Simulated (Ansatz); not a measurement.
System: trichloro(methoxy)silane, CH$_{3}$Cl$_{3}$OSi (charge 0, singlet). SMILES: CO[Si](Cl)(Cl)Cl
Coordinates optimised at B3LYP-D3(BJ)/def2-TZVP (Ansatz, a first-principles code):
```xyz
9

Si     0.0601    -0.0004    -0.1201
Cl     0.4112    -1.6088     1.0926
Cl     0.2676     1.6913     1.0094
Cl     1.3946     0.0191    -1.6469
O     -1.4129    -0.0808    -0.7666
C     -2.6470    -0.1164    -0.0485
H     -3.4465    -0.1697    -0.7840
H     -2.6895    -0.9946     0.5982
H     -2.7670     0.7862     0.5533
```
Charge 0, spin multiplicity 1.

Parts of the frozen-core correlation energy in aug-cc-pV(Q+d)Z (Ansatz, hartree). Frozen orbitals: 22; correlated occupied orbitals by spin: 19 and 19; virtual: 613 and 613. Spin-orbit coupling is left out. Non-relativistic.

```json
[
 {"term": "reference (HF)", "value": "-1782.26914"},
 {"term": "MP2 opposite-spin", "value": "[?]"},
 {"term": "MP2 same-spin", "value": "[?]"},
 {"term": "CCSD correlation", "value": "[?]"},
 {"term": "(T)", "value": "-0.05736"},
 {"term": "T1 diagnostic", "value": "0.010"},
 {"term": "largest doubles amplitude", "value": "0.010"}
]
```

Complete the blanks.


- MP2 opposite-spin, value: -0.90900
- MP2 same-spin, value: -0.28665
- CCSD correlation, value: -1.24375
